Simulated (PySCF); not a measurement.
Planning a geometry optimisation on SnCl3(SiMe3) (`[Cl][Sn]([Si](C)(C)C)([Cl])[Cl]`).

Method: PBE0-D3(BJ)/def2-SVP geometry optimisation, gas phase, def2 core potentials past Kr (PySCF 2.14.0). Work: geometry optimisation from a GFN2-xTB start shaken at random, density fitting. A driver script takes a list of jobs; this job's settings line and coordinates (Å) are shown.

Input:
```
{"job": {"xc": "PBE0", "basis": "def2-SVP", "d3": "d3bj", "grid": 1, "maxiter": 30, "shake": 0.03, "kind": "geom"}, "charge": 0, "multiplicity": 1}
Sn     1.105490     1.723750     0.751750
Cl     1.137770     2.012730     3.106100
Cl     3.260990     1.969430     0.017320
Cl     0.166570     3.861230     0.004970
Si    -0.242240    -0.425050    -0.193420
C      0.807470    -1.789030     0.564980
C     -1.933220    -0.192850     0.593000
C     -0.065750    -0.162360    -2.057190
H      0.428820    -2.760920     0.339170
H      0.820110    -1.767000     1.688960
H      1.823840    -1.745980     0.259200
H     -1.896910    -0.153430     1.698530
H     -2.505650     0.771560     0.229220
H     -2.669570    -0.996280     0.331340
H     -0.622500     0.702960    -2.358750
H      0.923960    -0.073230    -2.339960
H     -0.567740    -0.976120    -2.574990
```

Hardware: Intel Xeon Platinum 8488C, one thread, no GPU, on a shared host. PySCF's memory limit was set to 2320 MB.

Task: How large is the basis?

Result: 185 functions.

Task: How long does the run take?

Result: About 2.3 min. The run took 7 energy-and-gradient evaluations and 48 SCF cycles, 20 s an evaluation on average.

Task: Estimate the peak memory.

Result: About 0.90 GiB. Peak memory is the resident size of the whole Python process, interpreter and libraries included.

Task: At this speed, how long would 20000 such jobs take on 64 cores, one job a core?

Result: 20000/64 gives 313 rounds of 2.3 min, about 12 h of wall time and 770 core-hours, if the jobs don't slow each other.

Times come from a shared host and carry two figures at best.

The run converged: final energy -2003.01748 Eh after 6 steps; dipole 6.28 D.
